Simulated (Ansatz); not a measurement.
`F[CH2][AlH][Br]` + NH₃ → `[NH2][AlH][Br]` + fluoromethane at 700 K and 1 bar (ligand exchange at the Al–C bond).

Gas-phase electronic energies from Ansatz, PBE0-D4/def2-TZVP geometries. CCSD(T)/CBS is the MP2 limit (def2-TZVPP, def2-QZVPP) plus CCSD(T) − MP2 in def2-TZVPP, frozen cores. This one scheme is used for every species. For Br outer-core shells are correlated without core-valence functions, which leaves a few kJ/mol of doubt a bond. Scalar relativity is left out up to krypton. One conformer a species, not always the lowest.

| species | CCSD(T)/CBS energy (Eh) | H − E (kJ/mol) | S (J/(mol·K)) |
| --- | --- | --- | --- |
| `F[CH2][AlH][Br]` | -2955.02561 | 156.7 | 427.0 |
| NH₃ | -56.50880 | 116.9 | 226.5 |
| `[NH2][AlH][Br]` | -2871.94728 | 140.6 | 381.2 |
| `CF` | -139.63461 | 133.6 | 263.9 |

H − E and S are ideal-gas, rigid-rotor, harmonic terms from PBE0-D4/def2-TZVP, for one conformer and one mirror image of each species. 1 Eh = 2625.50 kJ/mol, R = 8.31446 J/(mol·K).

Question: By hand: ΔE, ΔH, ΔS and ΔG.

Answer: ΔE = (-2871.94728) + (-139.63461) − (-2955.02561) − (-56.50880) = -0.04748 Eh = -124.7 kJ/mol. Δ(H − E) = 140.6 + 133.6 − 156.7 − 116.9 = 0.6, so ΔH = -124.1 kJ/mol. ΔS = 381.2 + 263.9 − 427.0 − 226.5 = -8.4 J/(mol·K). ΔG = -124.1 − 700 × (-8.4)/1000 = -118.2 kJ/mol.

Question: By hand: the equilibrium constant, and the temperature at which ΔG would vanish if ΔH and ΔS stayed fixed.

Answer: log₁₀ K = −ΔG/(RT ln 10) = 8.8. ΔG = 0 at ΔH/ΔS = 14774 K, far beyond where these terms or the molecules hold.

The number of gas molecules stays the same, so ΔS is small and ΔH decides. A doubt of 5 kJ/mol in ΔE shifts log₁₀ K by 0.4 here. Other conformers and mirror images would add mixing entropy, several J/(mol·K) or more a flexible species. These are equilibria of isolated gas molecules and say nothing of rates. Largest T1 diagnostic: 0.009 (customary marks: 0.02 for closed shells, 0.045 for open ones).
